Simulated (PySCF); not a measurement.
# Mo⁺ (molybdenum, charge +1): PBE calculation

Configuration: [Kr] 4d5, high-spin 6S determinant. All numbers are calculated (PySCF 2.14, a scalar-relativistic core potential, in cc-pVDZ-PP with ECP28MDF (4s4p3d1f, 38 functions)).

| Item | Value |
| --- | --- |
| Total energy | -67.6179 hartree |
| One-electron energy | -112.6291 hartree |
| Hartree (Coulomb) energy | 52.7807 hartree |
| Exchange-correlation energy | -7.7696 hartree |
| ⟨S²⟩ | 8.7503 |
| ⟨L²⟩ | 0.000 |
| Sum of ⟨r⟩ | 19.26 bohr |
| Sum of ⟨r²⟩ | 34.96 bohr² |
| Time after the integrals | 0.31 s of wall time on 1 thread of Neoverse-V2 (shared host) |

| shell | electrons | mean orbital energy (hartree) | rms radius, mean of both spins (bohr) |
| --- | --- | --- | --- |
| 4s α | 1 | -2.65386 | 1.19 |
| 4s β | 1 | -2.54634 | 1.19 |
| 4p α | 3 | -1.70359 | 1.34 |
| 4p β | 3 | -1.58685 | 1.34 |
| 4d α | 5 | -0.41858 | 2.07 |

Energies and moments cover only the electrons outside the core potential.
